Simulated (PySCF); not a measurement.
**`CO[C@](C)(/C=C(/C)F)[SiH2]F`: 4 charge schemes on one density**

Compound: C6H12F2OSi.
Structure used (GFN2-xTB), in Å, numbered top down from 1:
```xyz
22
C6H12F2OSi angstrom
C     -2.163   -1.590    0.030
O     -1.683   -0.480    0.746
C     -0.642    0.293    0.140
C     -0.974    0.704   -1.298
C      0.658   -0.453    0.217
C      1.842   -0.022   -0.187
C      3.150   -0.731   -0.103
F      1.961    1.213   -0.752
Si    -0.680    1.796    1.339
F     -2.074    2.551    1.063
H     -2.788   -2.150    0.725
H     -1.347   -2.232   -0.320
H     -2.771   -1.288   -0.830
H     -1.976    1.124   -1.335
H     -0.917   -0.149   -1.975
H     -0.269    1.456   -1.639
H      0.616   -1.421    0.692
H      3.558   -0.882   -1.103
H      3.029   -1.692    0.385
H      3.863   -0.127    0.457
H      0.343    2.784    1.041
H     -0.746    1.313    2.705
```

Density: PBE0/pcSseg-1 (PySCF); schemes: Mulliken, IAO, Hirshfeld and ESP-fitted. Geometry: GFN2-xTB, one conformer, isolated molecule.

Task: At which atom do the 4 schemes differ most?

Result: At Si9: from +0.405 (Hirshfeld) to +1.101 e (IAO), 0.696 e apart.

Task: Which atoms carry the highest charge in the Mulliken, IAO, Hirshfeld and ESP-fitted schemes?

Result: All schemes agree: Mulliken Si9 (+0.997); IAO Si9 (+1.101); Hirshfeld Si9 (+0.405); ESP-fitted Si9 (+0.573).

Task: For which atoms does the sign change between the 4 schemes (beyond +0.03 e in one, beyond −0.03 e in another)?

Result: C3.

Task: Tabulate the Mulliken, IAO, Hirshfeld and ESP-fitted charges.

Result: In e:

| atom | environment | Mulliken | IAO | Hirshfeld | ESP-fitted |
| --- | --- | --- | --- | --- | --- |
| C1 | methoxy carbon | -0.020 | -0.203 | -0.041 | -0.214 |
| O2 | ether oxygen | -0.532 | -0.400 | -0.135 | -0.329 |
| C3 | sp3 carbon bound to oxygen | -0.284 | -0.051 | +0.001 | +0.398 |
| C4 | methyl carbon | -0.198 | -0.435 | -0.133 | -0.557 |
| C5 | alkene CH carbon | -0.199 | -0.241 | -0.089 | -0.742 |
| C6 | vinylic C–F carbon | +0.185 | +0.278 | +0.091 | +0.558 |
| C7 | allylic carbon | -0.207 | -0.441 | -0.120 | -0.603 |
| F8 | vinyl fluorine | -0.293 | -0.289 | -0.072 | -0.225 |
| Si9 | fluorine-bound silicon | +0.997 | +1.101 | +0.405 | +0.573 |
| F10 | silicon-bound fluorine | -0.431 | -0.540 | -0.205 | -0.304 |
| H11 | methyl hydrogen | +0.124 | +0.160 | +0.051 | +0.134 |
| H12 | methyl hydrogen | +0.087 | +0.118 | +0.035 | +0.111 |
| H13 | methyl hydrogen | +0.100 | +0.128 | +0.039 | +0.114 |
| H14 | methyl hydrogen | +0.132 | +0.151 | +0.042 | +0.159 |
| H15 | methyl hydrogen | +0.113 | +0.140 | +0.036 | +0.167 |
| H16 | methyl hydrogen | +0.140 | +0.157 | +0.038 | +0.166 |
| H17 | vinylic hydrogen | +0.124 | +0.165 | +0.048 | +0.271 |
| H18 | methyl hydrogen | +0.138 | +0.162 | +0.052 | +0.182 |
| H19 | methyl hydrogen | +0.130 | +0.161 | +0.057 | +0.176 |
| H20 | methyl hydrogen | +0.137 | +0.163 | +0.052 | +0.168 |
| H21 | Si–H hydrogen | -0.124 | -0.148 | -0.079 | -0.099 |
| H22 | Si–H hydrogen | -0.119 | -0.135 | -0.073 | -0.103 |

Mean size of the charges over all atoms: ESP-fitted 0.289 e, IAO 0.262 e, Mulliken 0.219 e, Hirshfeld 0.086 e. Each set sums to the total charge, 0, to within 0.001 e. The ESP scheme is a least-squares fit of atom-centred charges to the potential on four shells outside the van der Waals surface, with the total charge fixed.

Task: How closely do the schemes follow one another over all atoms?

Result: Correlation coefficient and root-mean-square difference: IAO with Hirshfeld 0.99, 0.225 e; Mulliken with Hirshfeld 0.95, 0.189 e; Mulliken with IAO 0.95, 0.109 e; IAO with ESP-fitted 0.82, 0.206 e; Hirshfeld with ESP-fitted 0.79, 0.262 e; Mulliken with ESP-fitted 0.68, 0.261 e.

Task: Sum the charges by element, for elements with more than one atom.

Result: 
```csv
element,atoms,Mulliken,IAO,Hirshfeld,ESP-fitted
C,6,-0.724,-1.093,-0.292,-1.160
F,2,-0.723,-0.829,-0.276,-0.529
H,12,+0.983,+1.221,+0.299,+1.445
```

Task: How many electrons does the ESP-fitted scheme count on C5?

Result: Z − q = 6 − (-0.742) = 6.742.

The run behind these numbers computed NMR shieldings as well. The run took 3.1 min (grids of density and orbitals included) on one thread of an Intel Xeon at 2.50 GHz, shared host, and the process peaked at 1.1 GiB of memory.
